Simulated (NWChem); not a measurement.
System: TiH₄O₃; SMILES [OH][TiH]([OH])[OH]

Here is an NWChem input.

```
start job
memory heap 200 mb stack 900 mb global 1100 mb
geometry units angstroms noautosym nocenter noautoz
  Ti     0.000000     0.000000    -0.144665
  O      0.460737    -1.649803     0.300292
  H      0.008502    -2.439971     0.608275
  O     -1.659140     0.425891     0.300292
  H     -2.117328     1.212623     0.608275
  O      1.198402     1.223911     0.300292
  H      2.108826     1.227348     0.608275
  H      0.000000     0.000000    -1.835474
end
basis spherical
  * library pcsseg-1
end
dft
  xc pbe0
  iterations 150
end
property
  shielding 4 1 2 3 8
end
task dft property
```

NWChem printed, in part:

```
             Northwest Computational Chemistry Package (NWChem) 7.3.0
             --------------------------------------------------------

                             Geometry "geometry" -> ""
                             -------------------------

 Output coordinates in angstroms (scale by  1.889725989 to convert to a.u.)

  No.       Tag          Charge          X              Y              Z
 ---- ---------------- ---------- -------------- -------------- --------------
    1 Ti                  22.0000     0.00000000     0.00000000    -0.14466500
    2 O                    8.0000     0.46073700    -1.64980300     0.30029200
    3 H                    1.0000     0.00850200    -2.43997100     0.60827500
    4 O                    8.0000    -1.65914000     0.42589100     0.30029200
    5 H                    1.0000    -2.11732800     1.21262300     0.60827500
    6 O                    8.0000     1.19840200     1.22391100     0.30029200
    7 H                    1.0000     2.10882600     1.22734800     0.60827500
    8 H                    1.0000     0.00000000     0.00000000    -1.83547400

 Effective nuclear repulsion energy (a.u.)     238.4728721120

                              NWChem Property Module
                              ----------------------

  itol2e modified to match energy
  convergence criterion.

                                 NWChem DFT Module
                                 -----------------

 Summary of "ao basis" -> "ao basis" (spherical)
 ------------------------------------------------------------------------------
       Tag                 Description            Shells   Functions and Types
 ---------------- ------------------------------  ------  ---------------------
 Ti                         pcsseg-1                15       45   5s6p3d1f
 O                          pcsseg-1                 7       17   3s3p1d
 H                          pcsseg-1                 3        5   2s1p

  itol2e modified to match energy
  convergence criterion.

            General Information
            -------------------
          SCF calculation type: DFT
          Wavefunction type:  closed shell.
          No. of atoms     :     8
          No. of electrons :    50
           Alpha electrons :    25
            Beta electrons :    25
          Charge           :     0
          Spin multiplicity:     1
          Use of symmetry is: off; symmetry adaption is: off
          Maximum number of iterations: 150
          AO basis - number of functions:   116
                     number of shells:    48
          Convergence on energy requested:  1.00D-07
          Convergence on density requested:  1.00D-05
          Convergence on gradient requested:  5.00D-04

              XC Information
              --------------
                         PBE0 Method XC Functional
                     Hartree-Fock (Exact) Exchange  0.250
          PerdewBurkeErnzerhof Exchange Functional  0.750
            Perdew 1991 LDA Correlation Functional  1.000 local
           PerdewBurkeErnz. Correlation Functional  1.000 non-local

             Grid Information
             ----------------
          Grid used for XC integration:  fine
          Radial quadrature: Mura-Knowles
          Angular quadrature: Lebedev.
          Tag              B.-S. Rad. Rad. Pts. Rad. Cut. Ang. Pts.
          ---              ---------- --------- --------- ---------
          Ti                  1.40      140          10.0       974
          O                   0.60       70          11.0       590
          H                   0.35       60          12.0       590
          Grid pruning is: on
          Number of quadrature shells:   590
          Spatial weights used:  Erf1

      Superposition of Atomic Density Guess
      -------------------------------------

 Sum of atomic energies:       -1074.49087601

      Non-variational initial energy
      ------------------------------

 Total energy =   -1074.823041
 1-e energy   =   -1946.982656
 2-e energy   =     633.686743
 HOMO         =      -0.380163
 LUMO         =      -0.016260

   convergence    iter        energy       DeltaE   RMS-Dens  Diis-err
 ---------------- ----- ----------------- --------- --------- ---------
 d= 0,ls=0.0,diis     1  -1076.6697171917 -1.32D+03  3.11D-02  3.99D+00
 d= 0,ls=0.0,diis     2  -1062.7781322703  1.39D+01  2.33D-02  1.91D+02
 d= 0,ls=0.0,diis     3  -1076.8085062160 -1.40D+01  4.28D-03  3.81D+00
 d= 0,ls=0.0,diis     4  -1077.1091523536 -3.01D-01  1.90D-03  1.88D-01
 d= 0,ls=0.0,diis     5  -1077.1240498230 -1.49D-02  6.97D-04  2.77D-02
  Resetting Diis
 d= 0,ls=0.0,diis     6  -1077.1266229063 -2.57D-03  1.26D-04  7.29D-04
 d= 0,ls=0.0,diis     7  -1077.1266989557 -7.60D-05  4.31D-05  2.50D-05
 d= 0,ls=0.0,diis     8  -1077.1266902681  8.69D-06  3.66D-05  1.20D-04
 d= 0,ls=0.0,diis     9  -1077.1267008229 -1.06D-05  6.95D-06  3.34D-06
 d= 0,ls=0.0,diis    10  -1077.1267011591 -3.36D-07  1.35D-06  4.89D-08
 d= 0,ls=0.0,diis    11  -1077.1267011644 -5.36D-09  6.15D-07  7.14D-09

         Total DFT energy =    -1077.126701164428
      One electron energy =    -1952.281994693465
           Coulomb energy =      705.553205461953
    Exchange-Corr. energy =      -68.870784044885
 Nuclear repulsion energy =      238.472872111968

 Numeric. integr. density =       49.999999365941

                       DFT Final Molecular Orbital Analysis
                       ------------------------------------

 Vector   23  Occ=2.000000D+00  E=-3.552336D-01
              MO Center= -3.1D-01, -4.3D-01,  2.3D-01, r^2= 3.2D+00
   Bfn.  Coefficient  Atom+Function         Bfn.  Coefficient  Atom+Function
  ----- ------------  ---------------      ----- ------------  ---------------
    54      0.303437  2 O  pz                57      0.303216  2 O  pz
    79     -0.258488  4 O  pz                76     -0.255994  4 O  pz
    51      0.158851  2 O  pz                97      0.140780  6 O  py
   100      0.136540  6 O  py                73     -0.134036  4 O  pz
    75      0.128363  4 O  py                78      0.128748  4 O  py

 Vector   24  Occ=2.000000D+00  E=-3.456138D-01
              MO Center= -7.8D-07, -7.2D-06,  2.9D-01, r^2= 3.7D+00
   Bfn.  Coefficient  Atom+Function         Bfn.  Coefficient  Atom+Function
  ----- ------------  ---------------      ----- ------------  ---------------
   100      0.275739  6 O  py                97      0.267315  6 O  py
    55      0.257231  2 O  px                52      0.251094  2 O  px
    77     -0.220365  4 O  px                74     -0.211911  4 O  px
     3      0.174900  1 Ti s                 78     -0.169796  4 O  py
    75     -0.167590  4 O  py                94      0.140139  6 O  py

 Vector   25  Occ=2.000000D+00  E=-2.950013D-01
              MO Center=  1.2D-07,  3.4D-08, -1.4D+00, r^2= 1.4D+00
   Bfn.  Coefficient  Atom+Function         Bfn.  Coefficient  Atom+Function
  ----- ------------  ---------------      ----- ------------  ---------------
   112      0.445584  8 H  s                  3     -0.252594  1 Ti s
    26      0.251183  1 Ti d  0               4      0.239198  1 Ti s
   113      0.235219  8 H  s                 31      0.189350  1 Ti d  0
    23     -0.144015  1 Ti pz                17      0.122846  1 Ti pz
    36      0.109287  1 Ti d  0               2      0.097381  1 Ti s

 Vector   26  Occ=0.000000D+00  E=-4.047955D-02
              MO Center= -2.2D-02, -6.9D-02, -1.4D-01, r^2= 1.4D+00
   Bfn.  Coefficient  Atom+Function         Bfn.  Coefficient  Atom+Function
  ----- ------------  ---------------      ----- ------------  ---------------
    25      0.439962  1 Ti d -1              27      0.316575  1 Ti d  1
    30      0.308732  1 Ti d -1              32      0.221049  1 Ti d  1
    28     -0.216927  1 Ti d  2              57      0.212226  2 O  pz
    35      0.196460  1 Ti d -1              37      0.166767  1 Ti d  1
    79     -0.157063  4 O  pz                33     -0.155594  1 Ti d  2

 Vector   27  Occ=0.000000D+00  E=-4.047949D-02
              MO Center=  2.2D-02,  6.9D-02, -1.4D-01, r^2= 1.4D+00
   Bfn.  Coefficient  Atom+Function         Bfn.  Coefficient  Atom+Function
  ----- ------------  ---------------      ----- ------------  ---------------
    27      0.439962  1 Ti d  1              25     -0.316575  1 Ti d -1
    32      0.308732  1 Ti d  1              30     -0.221048  1 Ti d -1
    24      0.216928  1 Ti d -2             101      0.213209  6 O  pz
    37      0.196460  1 Ti d  1              35     -0.166766  1 Ti d -1
    29      0.155594  1 Ti d -2              79     -0.154377  4 O  pz

 Vector   28  Occ=0.000000D+00  E=-8.917323D-03
              MO Center= -7.9D-07,  1.9D-06, -3.8D-01, r^2= 4.2D+00
   Bfn.  Coefficient  Atom+Function         Bfn.  Coefficient  Atom+Function
  ----- ------------  ---------------      ----- ------------  ---------------
     5     -0.553299  1 Ti s                  4      0.539516  1 Ti s
    26      0.481696  1 Ti d  0             113     -0.389433  8 H  s
    31      0.324636  1 Ti d  0              36      0.213915  1 Ti d  0
    48      0.178169  2 O  s                 70      0.178171  4 O  s
    92      0.178172  6 O  s                 23      0.146859  1 Ti pz

     Multipole analysis of the density
     ---------------------------------

     L   x y z        total         alpha         beta         nuclear
     -   - - -        -----         -----         ----         -------
     0   0 0 0     -0.000000    -25.000000    -25.000000     50.000000

     1   1 0 0      0.000003      0.000009      0.000009     -0.000015
     1   0 1 0      0.000003      0.000009      0.000009     -0.000015
     1   0 0 1      0.959794     -3.312527     -3.312527      7.584848

     2   2 0 0    -22.600904    -90.113536    -90.113536    157.626168
     2   1 1 0      0.000003      0.000015      0.000015     -0.000026
     2   1 0 1      0.000003      0.000006      0.000006     -0.000009
     2   0 2 0    -22.600901    -90.113529    -90.113529    157.626157
     2   0 1 1      0.000003      0.000006      0.000006     -0.000009
     2   0 0 2    -27.595389    -26.481369    -26.481369     25.367349

          -----------------------------------------
          Chemical Shielding Tensors (GIAO, in ppm)
          -----------------------------------------

                                NWChem CPHF Module
                                ------------------

  scftype          =     RHF
  nclosed          =       25
  nopen            =        0
  variables        =     2275
  # of vectors     =        3
  tolerance        = 0.10D-03
  level shift      = 0.00D+00
  max iterations   =       50
  max subspace     =       30

 SCF residual:    4.9216035453379691E-005

Iterative solution of linear equations
  No. of variables     2275
  No. of equations        3
  Maximum subspace       30
        Iterations       50
       Convergence  1.0D-04

   iter   nsub   residual    time
   ----  ------  --------  ---------
     1      3    9.52D-01      49.1
     2      6    7.95D-02      53.7
     3      9    4.99D-03      58.2
     4     12    5.05D-04      62.7
     5     15    5.14D-05      67.2

      Atom:    1  Ti
        Diamagnetic
   1611.3233      0.0000      0.0000
      0.0000   1611.3233      0.0000
      0.0000      0.0000   1596.2128

        Paramagnetic
  -2159.1528     -0.0003     -0.0000
     -0.0003  -2159.1529     -0.0000
     -0.0000     -0.0000  -1743.1165

        Total Shielding Tensor
   -547.8295     -0.0003     -0.0000
     -0.0003   -547.8296     -0.0000
     -0.0000     -0.0000   -146.9037

           isotropic =    -414.1876
          anisotropy =    -200.4634

          Principal Components and Axis System
                 1           2           3
             -547.8298   -547.8293   -146.9037

      1         0.6241      0.7814     -0.0000
      2         0.7814     -0.6241     -0.0000
      3         0.0000      0.0000      1.0000

      Atom:    2  O
        Diamagnetic
    388.9313      3.3397     -1.9127
      3.3397    413.7441     -8.9902
     -1.9127     -8.9902    385.4023

        Paramagnetic
   -655.9583   -252.8731    102.8941
   -252.8731   -198.0456    -17.4836
    102.8941    -17.4836   -363.1191

        Total Shielding Tensor
   -267.0270   -249.5334    100.9814
   -249.5334    215.6985    -26.4739
    100.9814    -26.4739     22.2832

           isotropic =      -9.6818
          anisotropy =    -569.9364

          Principal Components and Axis System
                 1           2           3
             -389.6393    334.9305     25.6636

      1         0.9090     -0.4040      0.1023
      2         0.3660      0.8913      0.2678
      3        -0.1993     -0.2060      0.9580

      Atom:    3  H
        Diamagnetic
     26.4201      7.2724     -2.9298
      7.2724     42.6573     -7.1099
     -2.9298     -7.1099     23.7213

        Paramagnetic
     -9.0691    -10.5331      4.6549
    -10.5331    -12.8797      5.8228
      4.6549      5.8228      0.6847

        Total Shielding Tensor
     17.3510     -3.2607      1.7252
     -3.2607     29.7775     -1.2871
      1.7252     -1.2871     24.4060

           isotropic =      23.8449
          anisotropy =      10.7450

          Principal Components and Axis System
                 1           2           3
               31.0082     24.2155     16.3109

      1        -0.2545      0.1055      0.9613
      2         0.9345      0.2825      0.2165
      3        -0.2487      0.9535     -0.1704

      Atom:    4  H
        Diamagnetic
     20.9965     -0.0000     -0.0000
     -0.0000     20.9965     -0.0000
     -0.0000     -0.0000     38.5643

        Paramagnetic
      9.4367      0.0000      0.0000
      0.0000      9.4367      0.0000
      0.0000      0.0000    -20.3925

        Total Shielding Tensor
     30.4332      0.0000      0.0000
      0.0000     30.4332     -0.0000
      0.0000     -0.0000     18.1718

           isotropic =      26.3461
          anisotropy =       6.1307

          Principal Components and Axis System
                 1           2           3
               30.4332     30.4332     18.1718

      1         0.0918      0.9958     -0.0000
      2         0.9958     -0.0918      0.0000
      3        -0.0000      0.0000      1.0000
```

Level: PBE0/pcSseg-1, GIAO. The geometry was optimised at PBE0/def2-SVP. The output numbers the shielded atoms by their place in the input's list. The printed shielding anisotropy is the first printed principal value minus the mean of the other two.
